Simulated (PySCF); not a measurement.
Harmonic spectrum computed at PBE0 in the def2-TZVP basis family (core potentials from Rb on, PySCF, no spin–orbit coupling):

| ω (cm⁻¹) | IR (km/mol, summed over degenerate members) | degeneracy |
| --- | --- | --- |
| 55 | 98.6 | 1 |
| 147 | 35.9 | 2 |
| 572 | 0.0 | 1 |
| 594 | 474 | 2 |

Q: Which molecule gave it? In each, all ligands are bound to the one heavy central atom.
A. CF₃ (doublet)
B. LaF₃ (singlet)
C. HfF₃ (doublet)
D. YF₃ (singlet)
E. BF₃ (singlet)

A: D. It has D3h symmetry with Y–F 1.997 Å (×3).
